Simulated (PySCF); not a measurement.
# MgCl₃⁻: from structure and modes to constants

All numbers come from B3LYP in PySCF with Mg def2-SVPD, Cl def2-SVPD; no relativity; density-fitted integrals.

The singlet minimum has D3h symmetry. Masses (u): Mg 23.98504, Cl 34.96885.

```xyz
4
charge -1 multiplicity 1, angstrom
Mg    0.0000    0.0000    0.0000
Cl   -0.0038    0.0000    2.3123
Cl    2.0044    0.0000   -1.1529
Cl   -2.0006    0.0000   -1.1595
```

Harmonic wavenumbers (cm⁻¹): 102.7 (e', ×2), 163.3 (a2'', ×1), 262.5 (a1', ×1), 430.2 (e', ×2).

**Question.** Find the principal moments of inertia and the rotational constants. What kind of rotor is it?

**Answer.** About the centre of mass I = 280.46, 280.46, 560.92 u Å². With B = 16.8576/I this gives 0.06011, 0.06011, 0.03005 cm⁻¹. The molecule is an oblate symmetric top.

**Question.** What is the harmonic zero-point energy?

**Answer.** Half the sum of all 6 wavenumbers, 1492/2 = 746 cm⁻¹, which is 8.9 kJ/mol (1 cm⁻¹ = 0.0119627 kJ/mol).

**Question.** Find the vibrational entropy and heat capacity at 298.15 K.

**Answer.** With u = 1.43878 ω/T, each mode gives S = R[u/(eᵘ−1) − ln(1−e⁻ᵘ)] and C = R u² eᵘ/(eᵘ−1)².
| ω (cm⁻¹) | u | S (J/(mol K)) | C (J/(mol K)) |
| --- | --- | --- | --- |
| 102.7 (×2) | 0.496 | 14.23 | 8.15 |
| 163.3 | 0.788 | 10.51 | 7.90 |
| 262.5 | 1.267 | 6.88 | 7.29 |
| 430.2 (×2) | 2.076 | 3.59 | 5.88 |
The sums over all modes are S = 53.0 and C = 43.2 J/(mol K); the softest mode gives 27 % of the entropy (each member, where degenerate).

**Question.** Give the standard entropy (298.15 K, 1 bar) by its translational, rotational, vibrational and spin parts, and Cp.

**Answer.** Sackur–Tetrode with M = 128.89 u gives 169.5; rotation with symmetry number 6 gives 106.8; vibration 53.0; spin R ln 1 = 0.0. The total is 329.3 J/(mol K), and Cp = 4 R + 43.2 = 76.5 J/(mol K).

Other isomers or separated fragments may lie lower. The lowest empty level of this anion is unbound, so it and the gap depend on the basis.
